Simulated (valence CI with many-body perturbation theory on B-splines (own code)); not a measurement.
Energy levels of Co XIII

Computed by relativistic CI+MBPT: five valence electrons over a frozen Dirac-Fock core [Ne], a basis of 11 s, 11 p, 10 d, 8 f, 5 g, 2 h functions for each j, with the one-electron correlation potential Σ1 (screened to all orders), the two-electron term Σ2, the three-electron term Σ3, Breit, model QED; selected single and double excitations, second order for the rest, scaled by the run's own slope (own B-spline code, finite nucleus).

No measured spectrum was set against this ion. As an estimate, levels of excited configurations hold to 0.05 to 0.15 % of their energy, terms of the ground configuration to about 0.5 %. Among the levels kept, up to 3200 cm⁻¹ of a level comes from second order outside the variational space, and about a tenth of that is noise between levels of different J, which matters for small intervals.

Levels 1 to 45 of 174, with energies above the lowest level, 3s2 3p3 4S°_3/2. "Leading %" is the weight of the configuration and term that name the level; weights of strongly mixed levels are sums over their largest components and can fall short. In the jj column 3d3/2^4 stands for four electrons in 3d with j = 3/2. Lifetimes count E1, E2, E3, M1 and M2 decay at the calculated energies, and are blank where another channel may lead or the interval is too uncertain; long ones can be off by a factor of two.

| No. | Configuration | Term | J | E (cm⁻¹) | Leading % | g | Lifetime | Leading jj |
| --- | --- | --- | --- | --- | --- | --- | --- | --- |
| 1 | 3s2 3p3 | 4S° | 3/2 | 0 | 93 | 1.974 |  | 3s^2 3p1/2 3p3/2^2 (46 %) |
| 2 | 3s2 3p3 | 2D° | 3/2 | 43918 | 83 | 0.886 | 9.76 ms | 3s^2 3p1/2 3p3/2^2 (48 %) |
| 3 | 3s2 3p3 | 2D° | 5/2 | 49950 | 97 | 1.199 | 147 ms | 3s^2 3p1/2 3p3/2^2 (97 %) |
| 4 | 3s2 3p3 | 2P° | 1/2 | 79830 | 96 | 0.665 | 2.37 ms | 3s^2 3p1/2 3p3/2^2 (96 %) |
| 5 | 3s2 3p3 | 2P° | 3/2 | 88507 | 80 | 1.273 | 987 μs | 3s^2 3p3/2^3 (80 %) |
| 6 | 3s 3p4 | 4P | 5/2 | 295130 | 87 | 1.593 | 539 ps | 3s 3p1/2^2 3p3/2^2 (69 %) |
| 7 | 3s 3p4 | 4P | 3/2 | 307010 | 88 | 1.728 | 493 ps | 3s 3p1/2 3p3/2^3 (74 %) |
| 8 | 3s 3p4 | 4P | 1/2 | 312100 | 87 | 2.658 | 462 ps | 3s 3p3/2^4 (30 %) |
| 9 | 3s 3p4 | 2D | 3/2 | 365730 | 75 | 0.816 | 236 ps | 3s 3p1/2 3p3/2^3 (45 %) |
| 10 | 3s 3p4 | 2D | 5/2 | 368410 | 76 | 1.206 | 267 ps | 3s 3p1/2 3p3/2^3 (61 %) |
| 11 | 3s2 3p2 3d | 2P | 3/2 | 418620 | 49 | 1.319 | 96.0 ps | 3s 3p1/2 3p3/2^3 (30 %) |
| 12 | 3s 3p4 | 2P | 1/2 | 423610 | 31 | 1.167 | 84.5 ps | 3s 3p1/2^2 3p3/2^2 (37 %) |
| 13 | 3s 3p4 | 2S | 1/2 | 442970 | 50 | 1.498 | 107 ps | 3s 3p3/2^4 (43 %) |
| 14 | 3s2 3p2 3d | 4F | 3/2 | 456200 | 92 | 0.433 | 3.28 ns | 3s^2 3p1/2^2 3d3/2 (46 %) |
| 15 | 3s2 3p2 3d | 4F | 5/2 | 460920 | 90 | 1.052 | 5.80 ns | 3s^2 3p1/2 3p3/2 3d3/2 (55 %) |
| 16 | 3s2 3p2 3d | 4F | 7/2 | 467860 | 91 | 1.245 | 28.1 ns | 3s^2 3p1/2 3p3/2 3d5/2 (66 %) |
| 17 | 3s2 3p2 3d | 2F | 5/2 | 473840 | 77 | 0.956 | 6.54 ns | 3s^2 3p1/2 3p3/2 3d3/2 (64 %) |
| 18 | 3s2 3p2 3d | 4F | 9/2 | 476220 | 94 | 1.326 |  | 3s^2 3p1/2 3p3/2 3d5/2 (49 %) |
| 19 | 3s2 3p2 3d | 2F | 7/2 | 479180 | 52 | 1.268 | 23.0 ns | 3s^2 3p1/2 3p3/2 3d5/2 (58 %) |
| 20 | 3s2 3p2 3d | 4D | 1/2 | 479490 | 95 | 0.014 | 993 ps | 3s^2 3p1/2 3p3/2 3d3/2 (76 %) |
| 21 | 3s2 3p2 3d | 4D | 3/2 | 480720 | 91 | 1.172 | 982 ps | 3s^2 3p1/2 3p3/2 3d3/2 (42 %) |
| 22 | 3s2 3p2 3d | 4D | 5/2 | 486080 | 71 | 1.249 | 1.44 ns | 3s^2 3p1/2 3p3/2 3d5/2 (48 %) |
| 23 | 3s2 3p2 3d | 4D | 7/2 | 497660 | 49 | 1.288 | 525 ns | 3s^2 3p3/2^2 3d5/2 (88 %) |
| 24 | 3s2 3p2 3d | 2G | 7/2 | 530190 | 94 | 0.896 | 2.51 ns | 3s^2 3p1/2 3p3/2 3d3/2 (46 %) |
| 25 | 3s2 3p2 3d | 2G | 9/2 | 534210 | 94 | 1.117 |  | 3s^2 3p3/2^2 3d5/2 (49 %) |
| 26 | 3s2 3p2 3d | 2P | 3/2 | 537200 | 48 | 1.309 | 13.7 ps | 3s^2 3p1/2 3p3/2 3d5/2 (36 %) |
| 27 | 3s2 3p2 3d | 4P | 5/2 | 548140 | 82 | 1.578 | 10.9 ps | 3s^2 3p1/2 3p3/2 3d5/2 (47 %) |
| 28 | 3s2 3p2 3d | 2P | 1/2 | 551760 | 47 | 0.975 | 13.4 ps | 3s^2 3p3/2^2 3d5/2 (30 %) |
| 29 | 3s2 3p2 3d | 4P | 3/2 | 553180 | 78 | 1.656 | 10.9 ps | 3s^2 3p1/2 3p3/2 3d3/2 (35 %) |
| 30 | 3s2 3p2 3d | 4P | 1/2 | 557180 | 72 | 2.338 | 10.4 ps | 3s^2 3p3/2^2 3d3/2 (52 %) |
| 31 | 3s2 3p2 3d | 2D | 3/2 | 563670 | 81 | 0.888 | 48.6 ps | 3s^2 3p3/2^2 3d3/2 (36 %) |
| 32 | 3s2 3p2 3d | 2D | 5/2 | 576540 | 84 | 1.212 | 24.0 ps | 3s^2 3p3/2^2 3d5/2 (48 %) |
| 33 | 3s2 3p2 3d | 2D | 3/2 | 593460 | 78 | 0.818 | 12.6 ps | 3s^2 3p1/2 3p3/2 3d3/2 (36 %) |
| 34 | 3s2 3p2 3d | 2D | 5/2 | 594790 | 86 | 1.200 | 21.6 ps | 3s^2 3p3/2^2 3d5/2 (41 %) |
| 35 | 3s2 3p2 3d | 2P | 1/2 | 609550 | 80 | 0.824 | 13.6 ps | 3s^2 3p1/2 3p3/2 3d5/2 (70 %) |
| 36 | 3s2 3p2 3d | 2F | 5/2 | 616430 | 79 | 0.917 | 8.89 ps | 3s^2 3p1/2 3p3/2 3d3/2 (39 %) |
| 37 | 3s2 3p2 3d | 2P | 3/2 | 619480 | 86 | 1.316 | 13.2 ps | 3s^2 3p3/2^2 3d5/2 (53 %) |
| 38 | 3s2 3p2 3d | 2S | 1/2 | 621730 | 68 | 1.860 | 13.4 ps | 3s^2 3p1/2 3p3/2 3d3/2 (26 %) |
| 39 | 3s2 3p2 3d | 2F | 7/2 | 622350 | 96 | 1.141 | 8.90 ps | 3s^2 3p1/2 3p3/2 3d5/2 (55 %) |
| 40 | 3s2 3p2 3d | 2D | 5/2 | 647660 | 77 | 1.145 | 9.91 ps | 3s^2 3p3/2^2 3d5/2 (60 %) |
| 41 | 3s2 3p2 3d | 2D | 3/2 | 649160 | 94 | 0.803 | 10.2 ps | 3s^2 3p3/2^2 3d3/2 (48 %) |
| 42 | 3s 3p3 3d | 6D° | 1/2 | 673450 | 98 | 3.328 | 16.7 ns | 3s 3p1/2 3p3/2^2 3d3/2 (52 %) |
| 43 | 3s 3p3 3d | 6D° | 3/2 | 673780 | 98 | 1.863 | 17.5 ns | 3s 3p1/2 3p3/2^2 3d3/2 (46 %) |
| 44 | 3s 3p3 3d | 6D° | 5/2 | 674300 | 98 | 1.654 | 24.5 ns | 3s 3p1/2 3p3/2^2 3d3/2 (36 %) |
| 45 | 3s 3p3 3d | 6D° | 7/2 | 675040 | 98 | 1.584 | 47.6 ns | 3s 3p1/2 3p3/2^2 3d5/2 (30 %) |

Names give the largest LS component (configuration and term), which can be under half, so a name can repeat, a term be missing and a line seem to break the LS rules; names also repeat where a configuration has a term twice.

The ionisation energy to 3s2 3p2 3P_0 of the next ion comes out as 374.59 eV (NIST: 378.5 ± 0.7 eV (semi-empirical), further off than twice its uncertainty). All 174 levels together are meant to be complete up to 1145400 cm⁻¹.
